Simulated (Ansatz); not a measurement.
`OCNBF`, relaxed with RKS PBE0-D4/def2-TZVP in Ansatz 0.2.0 from a PBE-D4/def2-SVP geometry. The force threshold is 0.005 eV/Å; the program also tests the step.

Charge 0, multiplicity 1.

Start:

```xyz
10

O     0.089   -1.824   -0.229
C     0.672   -0.576    0.104
N    -0.363    0.346    0.468
B    -0.821    1.412   -0.326
F    -1.854    2.160    0.104
H     0.806   -2.484   -0.257
H     1.397   -0.692    0.949
H     1.227   -0.125   -0.753
H    -0.869    0.104    1.325
H    -0.284    1.681   -1.385
```

| step | energy (eV) | largest force (eV/Å) | largest move (Å) |
| --- | --- | --- | --- |
| 1 | -8045.8116 | 0.670 | 0.000 |
| 2 | -8045.8483 | 0.230 | 0.017 |
| 3 | -8045.8519 | 0.076 | 0.009 |
| 4 (rejected) | -8045.8517 | 0.116 | 0.013 |
| 5 | -8045.8523 | 0.014 | 0.006 |
| 6 | -8045.8523 | 0.007 | 0.002 |
| 7 | -8045.8523 | 0.010 | 0.009 |
| 8 | -8045.8523 | 0.007 | 0.003 |
| 9 | -8045.8523 | 0.002 | 0.001 |

End:

```xyz
10

O     0.097   -1.810   -0.222
C     0.672   -0.563    0.110
N    -0.366    0.342    0.464
B    -0.813    1.397   -0.328
F    -1.836    2.143    0.099
H     0.798   -2.465   -0.279
H     1.374   -0.684    0.947
H     1.216   -0.136   -0.740
H    -0.853    0.114    1.319
H    -0.289    1.661   -1.370
```

Run time 17 s (4 threads of an Arm Neoverse V2 on a shared host); peak host memory 0.39 GiB.
